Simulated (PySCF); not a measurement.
Run record: excited-state job, trans-Ti(H2O)2F4, `[OH2]->[Ti](<-[OH2])([F])([F])([F])[F]`.

Method: TDDFT CAM-B3LYP/def2-SVPD, vertical, gas phase, core orbitals frozen in the response (PySCF 2.14.0, density-fitted response routines). Geometry: PBE0-D3(BJ)/def2-SVP. The command runs a driver script over a list of jobs; the input below is this job's line of settings and its coordinates in Å.

Command:
```bash
OMP_NUM_THREADS=1 python probes_run.py task.json out
```

Input:
```
{"job": {"kind": "uv", "xc": "CAM-B3LYP", "basis": "def2-SVPD", "ip": false, "nstates": 15}, "charge": 0, "multiplicity": 1}
Ti    -0.124851    -0.128256    -0.003538
O     -0.290700     0.125757     2.119942
H     -1.108838     0.559246     2.393507
H      0.474969     0.567152     2.508339
O      0.233750    -0.234172    -2.121987
H      0.698726    -1.039841    -2.380966
H      0.692234     0.542726    -2.465937
F      1.567172    -0.081973     0.575499
F     -1.877945    -0.104137     0.301753
F     -0.084701     1.578533    -0.534228
F     -0.081764    -1.870544    -0.361493
```

**Question.** Estimate the output.

**Answer.** 
```
coarse grid: 48904 points
cycle   1  E = -1400.9534411758  dE =  1.629e-01  |g| = 1.536e+00  |ddm| = 3.707e+00
cycle   2  E = -1396.2976185532  dE =  4.656e+00  |g| = 6.031e+00  |ddm| = 5.067e+00
cycle   3  E = -1401.3567829079  dE = -5.059e+00  |g| = 6.766e-01  |ddm| = 3.625e+00
cycle   4  E = -1401.4189701219  dE = -6.219e-02  |g| = 2.371e-01  |ddm| = 5.879e-01
cycle   5  E = -1401.4291495145  dE = -1.018e-02  |g| = 5.575e-02  |ddm| = 2.070e-01
cycle   6  E = -1401.4297275232  dE = -5.780e-04  |g| = 1.424e-02  |ddm| = 7.582e-02
cycle   7  E = -1401.4297544030  dE = -2.688e-05  |g| = 7.505e-03  |ddm| = 1.683e-02
cycle   8  E = -1401.4297638088  dE = -9.406e-06  |g| = 1.063e-03  |ddm| = 5.591e-03
final grid: 103576 points
cycle   9  E = -1401.4297655804  dE = -2.236e-07  |g| = 1.124e-03  |ddm| = 2.992e-03
cycle  10  E = -1401.4297653939  dE =  1.865e-07  |g| = 1.591e-03  |ddm| = 1.878e-03
cycle  11  E = -1401.4297658134  dE = -4.195e-07  |g| = 1.453e-04  |ddm| = 1.091e-03
cycle  12  E = -1401.4297658176  dE = -4.193e-09  |g| = 4.983e-05  |ddm| = 1.297e-04
cycle  13  E = -1401.4297658187  dE = -1.124e-09  |g| = 1.854e-05  |ddm| = 7.758e-05
cycle  14  E = -1401.4297658189  dE = -1.444e-10  |g| = 8.765e-06  |ddm| = 3.301e-05
converged SCF energy = -1401.4297658189

Static polarisability (au): isotropic 51.529, principal 49.411 51.206 53.970

Singlet excitations
state   eV       nm        f      main configurations
  1   6.4712    191.6   0.00047   H->L 0.97
  2   6.4949    190.9   0.00040   H->L+1 0.97
  3   6.7714    183.1   0.00000   H-3->L 0.74, H-4->L+1 0.11
  4   6.7915    182.6   0.00014   H-4->L 0.52, H-1->L 0.22, H-3->L+1 0.10
  5   6.7999    182.3   0.00008   H-4->L+1 0.59, H-3->L 0.15, H-1->L+1 0.13
  6   6.8295    181.5   0.00016   H-3->L+1 0.76, H-4->L 0.09, H->L+2 0.09
  7   6.9214    179.1   0.00095   H-2->L 0.47, H-3->L+2 0.24, H->L+2 0.10
  8   6.9349    178.8   0.00078   H-2->L+1 0.42, H-4->L+2 0.14, H->L+2 0.12
  9   6.9567    178.2   0.00209   H->L+2 0.28, H-4->L+2 0.20, H-1->L 0.14
 10   7.0225    176.6   0.00264   H-1->L+1 0.24, H-1->L 0.22, H->L+2 0.15
 11   7.0320    176.3   0.00262   H-1->L+1 0.34, H->L+2 0.11, H-1->L 0.11
 12   7.0835    175.0   0.00025   H-2->L+2 0.84
 13   7.1669    173.0   0.00048   H-1->L+2 0.54, H-4->L+2 0.33
 14   7.2884    170.1   0.02256   H-3->L+2 0.30, H-2->L 0.18, H-5->L+2 0.14
 15   7.3165    169.5   0.02847   H-6->L+2 0.21, H-2->L+1 0.21, H-4->L+2 0.19

Triplet excitations (Tamm-Dancoff, eV): 6.3143 6.3415 6.4053 6.5053
```

The SCF starts on a coarse grid where the log names one; the energy can jump when the final grid takes over, and dE then counts from the start density on the new grid. H and L stand for HOMO and LUMO; the number after each pair is its weight.

**Question.** Give S1 in cm⁻¹ and kJ/mol.

**Answer.** 6.4712 eV × 8065.54 = 52194 cm⁻¹; × 96.485 = 624.4 kJ/mol.

In short: HOMO -11.97 eV, LUMO -1.04 eV; lowest singlet 6.47 eV; lowest triplet 6.31 eV (Tamm–Dancoff); mean polarisability 51.5 au.

Hardware: one thread of an Intel Xeon at 2.50 GHz (shared host). Cost: 2.5 min of wall time (with the writing of density and orbital grids), 0.98 GiB resident at most.
Labels such as C1 count atoms from 1, the log's own numbers from 0.
